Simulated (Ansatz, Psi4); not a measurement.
Here is a job for Ansatz (a quantum-chemistry and plane-wave program).
Ansatz 0.2 input:
```yaml
crystal:
  periodic: [false, false, false]
  atoms:
    - {symbol: Sn, position_ang: [0.46403987, 0.33198427, 0.50852436]}
    - {symbol: C, position_ang: [-0.70988159, -1.04957052, -1.49925834]}
    - {symbol: C, position_ang: [0.01680332, -2.34141420, -1.65073718]}
    - {symbol: C, position_ang: [-0.72005664, -0.11512295, -2.65568922]}
    - {symbol: H, position_ang: [-1.64872954, -1.11420461, -0.95960904]}
    - {symbol: H, position_ang: [-0.53537796, -3.00084517, -2.33010456]}
    - {symbol: H, position_ang: [1.00949169, -2.19459737, -2.07462176]}
    - {symbol: H, position_ang: [0.10380565, -2.85988889, -0.69711222]}
    - {symbol: H, position_ang: [-1.03292017, 0.87914020, -2.34272128]}
    - {symbol: H, position_ang: [-1.43699444, -0.45893251, -3.40944947]}
    - {symbol: H, position_ang: [0.25787270, -0.05422862, -3.12952546]}
    - {symbol: O, position_ang: [-0.75614554, 1.97894213, 0.37328599]}
    - {symbol: H, position_ang: [-1.35157038, 2.11545931, 1.10719208]}
    - {symbol: O, position_ang: [-0.48332448, -0.43753645, 2.19838269]}
    - {symbol: H, position_ang: [-0.17300183, -1.20571507, 2.67049305]}
basis:
  gaussian:
    orbitals: STO-3G
hamiltonian:
  xc: pbe
magnetization: {spin_polarized: true, initial_magnetization: 1}
accuracy: high
```

Task: Give the equivalent Psi4 input.

Result: This is not unique; one that fits is 
```
memory 2 GB

molecule mol {
0 2
Sn    0.464040    0.331984    0.508524
C    -0.709882   -1.049571   -1.499258
C     0.016803   -2.341414   -1.650737
C    -0.720057   -0.115123   -2.655689
H    -1.648730   -1.114205   -0.959609
H    -0.535378   -3.000845   -2.330105
H     1.009492   -2.194597   -2.074622
H     0.103806   -2.859889   -0.697112
H    -1.032920    0.879140   -2.342721
H    -1.436994   -0.458933   -3.409449
H     0.257873   -0.054229   -3.129525
O    -0.756146    1.978942    0.373286
H    -1.351570    2.115459    1.107192
O    -0.483324   -0.437536    2.198383
H    -0.173002   -1.205715    2.670493
}

set {
  basis sto-3g
  reference uks
  scf_type pk
  puream true
  d_convergence 1e-8
  dft_radial_points 99
  dft_spherical_points 590
}

energy('pbe')
print_variables()
```

Both were run: Ansatz gave -6230.983115 Eh and Psi4 -6230.983061 Eh, 0.054 mEh apart.
